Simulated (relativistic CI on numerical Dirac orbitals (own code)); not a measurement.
# Hyperfine structure of Cs XXXV, mass number 134

Calculated at this level of theory: Dirac-Coulomb-Breit CI, separate exchange-only KLI orbitals for each configuration, model QED, unscaled Slater integrals (own radial code, finite nucleus).

Configuration list (outside the closed core [Ne]): 3s²3p⁶3d³, 3s²3p⁵3d⁴, 3s3p⁶3d⁴, 3s²3p⁶3d²4s, 3s²3p⁶3d²4p, 3s²3p⁶3d²4d, 3s²3p⁵3d³4s, 3s²3p⁶3d²4f, 3s²3p⁵3d³4p, 3s3p⁶3d³4s, 3p⁶3d⁴4p, 3p⁶3d⁵, 3p⁵3d⁶, 3p⁵3d⁵4s, 3p⁶3d⁴4s, 3p⁵3d⁴4s², 3s²3p⁶3d4s², 3s²3p⁶4s²4p, 3s²3p⁶4s²4d. Double excitations out of closed p, d and f shells are left out; levels of such configurations are missing from the list, as are those of other unlisted configurations, and high levels can miss mixing partners. These lack a partner that the ground configuration has and come out too high: 3s²3p⁵3d³4p.

Nuclear spin I = 4, μ = 2.9893 μN, Q = 0.37 b (tables of Stone and Pyykkö). The electronic factors are computed for point nuclear moments, without core polarisation or the Bohr-Weisskopf and QED corrections.

```json
{"Level": "3s²3p⁶3d³ ⁴F3/2", "E (eV)": "0.0000", "A (MHz)": "26100", "B (MHz)": "-5930"}
{"Level": "3s²3p⁶3d³ ⁴F5/2", "E (eV)": "12.0560", "A (MHz)": "15450", "B (MHz)": "-3500"}
{"Level": "3s²3p⁶3d³ ⁴F7/2", "E (eV)": "17.8321", "A (MHz)": "15560", "B (MHz)": "164"}
{"Level": "3s²3p⁶3d³ ⁴P1/2", "E (eV)": "20.9979", "A (MHz)": "-9255", "B (MHz)": ""}
{"Level": "3s²3p⁶3d³ ²G7/2", "E (eV)": "31.6021", "A (MHz)": "14410", "B (MHz)": "1790"}
{"Level": "3s²3p⁶3d³ ⁴P5/2", "E (eV)": "31.9095", "A (MHz)": "7544", "B (MHz)": "8270"}
{"Level": "3s²3p⁶3d³ ⁴F9/2", "E (eV)": "33.4611", "A (MHz)": "13660", "B (MHz)": "4270"}
{"Level": "3s²3p⁶3d³ ²P1/2", "E (eV)": "39.3227", "A (MHz)": "-2532", "B (MHz)": ""}
```

Levels with J = 0, under 50 % of one LS term, or S terms without an open s electron are left out. Small factors come from cancelling terms and can be off by tens of per cent or more.

At this charge energies of transitions that change n are usually good to better than 1 %, and those within a shell (Δn = 0) to a few per cent. Terms inside the open d or f shell come out 10 to 20 % too wide with unscaled integrals.

Question: Give the hyperfine levels of 3s²3p⁶3d³ ⁴F3/2 relative to its centre of gravity.

Answer: With K = F(F + 1) − I(I + 1) − J(J + 1), E = AK/2 + B[¾K(K + 1) − I(I + 1)J(J + 1)]/[2I(2I − 1)J(2J − 1)]: F = 5/2: -198700, F = 7/2: -103200, F = 9/2: 15640, F = 11/2: 155100 MHz.

LS names give the leading component of a level, which can be under half, so a name can repeat, a term be missing and a line seem to break the LS rules.
